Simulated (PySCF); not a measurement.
Si2ClOF3

The system: Si2ClOF3, a silylene (divalent Si1, bonded to 1 Cl + 1 O); neutral, singlet. The structure, one conformer, was relaxed in the gas phase by PBE0-D3(BJ)/def2-SVP. No frequency run checks that it is a minimum.

SMILES: F[Si](F)(F)O[Si]Cl

| atom | x (Å) | y (Å) | z (Å) |
| --- | --- | --- | --- |
| Si1 | 2.344 | -0.117 | -0.242 |
| Cl2 | 2.077 | 1.853 | 0.446 |
| O3 | 0.749 | -0.620 | -0.333 |
| Si4 | -0.829 | -0.267 | -0.153 |
| F5 | -1.246 | 0.967 | -1.067 |
| F6 | -1.702 | -1.526 | -0.581 |
| F7 | -1.169 | 0.081 | 1.362 |

Shieldings: GIAO PBE0/pcSseg-2. Shifts are against computed references at the same level: Si TMS (σ 341.3 ppm). Core levels by delta-SCF with SCAN, pcX-2 on the ionised atom and pcseg-1 elsewhere, spin-free X2C (2p3/2 is the spin-free 2p value less a third of a first-order spin-orbit splitting); from the vacuum level, for chosen atoms.

Question: Give the shieldings and core levels atom by atom.

Answer: 
```json
{"atoms": "Si1", "bonded to": "1 Cl + 1 O", "σ (ppm)": "209.4", "δ (ppm)": "131.9", "core level (eV)": "2p3/2 109.49"}
{"atoms": "Cl2", "bonded to": "1 Si", "σ (ppm)": "472.0", "δ (ppm)": "-", "core level (eV)": "2p3/2 206.23"}
{"atoms": "O3", "bonded to": "2 Si", "σ (ppm)": "111.9", "δ (ppm)": "-", "core level (eV)": "1s 539.53"}
{"atoms": "Si4", "bonded to": "3 F + 1 O", "σ (ppm)": "452.2", "δ (ppm)": "-110.9", "core level (eV)": "2p3/2 110.98"}
{"atoms": "F5", "bonded to": "1 Si", "σ (ppm)": "332.4", "δ (ppm)": "-", "core level (eV)": "1s 693.80"}
{"atoms": "F6", "bonded to": "1 Si", "σ (ppm)": "337.5", "δ (ppm)": "-", "core level (eV)": "-"}
{"atoms": "F7", "bonded to": "1 Si", "σ (ppm)": "332.8", "δ (ppm)": "-", "core level (eV)": "-"}
```

Values are those of this one static structure; atoms that internal rotation interchanges would show their mean in an NMR spectrum.

Question: Which of Si1, Si4 holds its core electrons tightest, and by how much against the loosest?

Answer: Si4 (bonded to 3 F + 1 O), by 1.49 eV over Si1 (bonded to 1 Cl + 1 O).

Question: By CAM-B3LYP/def2-SVPD (TDDFT singlets, Tamm-Dancoff triplets, ionisation by delta-SCF), where does absorption start, and what does vertical ionisation take?

Answer: The lowest singlet lies at 4.54 eV (f 0.055), the strongest of the first 6 at 7.55 eV (f 0.468), the lowest triplet at 2.73 eV; vertical ionisation takes 10.60 eV.

The 3 runs behind this took 74 s in all, one thread each of Intel Xeon 6975P-C on a shared host, launched as `OMP_NUM_THREADS=1 python cluster_run.py task.json out`.
